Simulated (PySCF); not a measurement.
SMILES [OH][In]([OH])[I] at its PBE0/def2-SVP optimised geometry (Å):

```
6

In    -0.4720    -0.1173     0.0000
I     -1.8846    -2.3613     0.0015
O     -1.3883     1.6433     0.0000
H     -0.7425     2.3613     0.0031
O      1.5194    -0.1173     0.0000
H      1.8846    -1.0103    -0.0044
```

Computed with PBE0/def2-TZVP, def2 effective core potentials past Kr in PySCF. The core electrons that the potentials of I, In replace are not part of the density. Cells within 0.4 Å of a nucleus heavier than hydrogen are left out (blank, or x).

Map of the HOMO amplitude (bohr^(-3/2)) on the plane z = 0.0 Å; orbital energy -7.96 eV, overall sign arbitrary:

```
|55555555555555555555555555555|
|55555555555555555555555555555|
|55555555555555555555555555555|
|55555555444555555555555555555|
|55555544444445555555555555555|
|55555444444445555555555555555|
|55555444444445555555555555555|
|55554444444455555555555555555|
|555544444xx555555555555555555|
|555544444xx655555555555555555|
|5554444445x655555555555555555|
|55544444555555555555555555555|
|54444444555544554555555555555|
|44444444455534554456665555555|
|444444444456xx6543xx765555555|
|444444444456xx5543xx665555555|
|44444333344543444334555555555|
|44443322334554544444555555555|
|44433211234555555444555555555|
|44432100245666555555555555555|
|44332003657876655555555555555|
|4433201xxx7987655555555555555|
|44432116xx8987655555555555555|
|44433234579987655555555555555|
|44443345789876655555555555555|
|44444455777766555555555555555|
|44444455666665555555555555555|
|44444555566655555555555555555|
|55555555555555555555555555555|
```
Scale: ten equal steps from -0.179 (start of '0') to 0.174 (end of '9'), in the order '0123456789'; x runs from -4.50 to 4.50, y from -4.50 (bottom) to 4.50 (top).
